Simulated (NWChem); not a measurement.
Species: C$_{4}$H$_{3}$ClO; SMILES c1cocc1Cl

### Question
Give the equilibrium geometry at PBE0/def2-SVP (NWChem) as a list of bonds and angles, with the point group.

### Answer
point group Cs; any orientation.
Bonded distances (Å): Cl1–C2 1.712, C2–C3 1.429, C2–C6 1.365, C3–C4 1.362, C3–H7 1.087, C4–O5 1.346, C4–H8 1.087, O5–C6 1.347, C6–H9 1.086. Angles (°): Cl1–C2–C3 126.5, Cl1–C2–C6 126.6, C3–C2–C6 106.9, C2–C3–C4 105.0, C2–C3–H7 127.2, C4–C3–H7 127.8, C3–C4–O5 110.8, C3–C4–H8 132.9, O5–C4–H8 116.3, C4–O5–C6 107.9, C2–C6–O5 109.4, C2–C6–H9 133.0, O5–C6–H9 117.6.
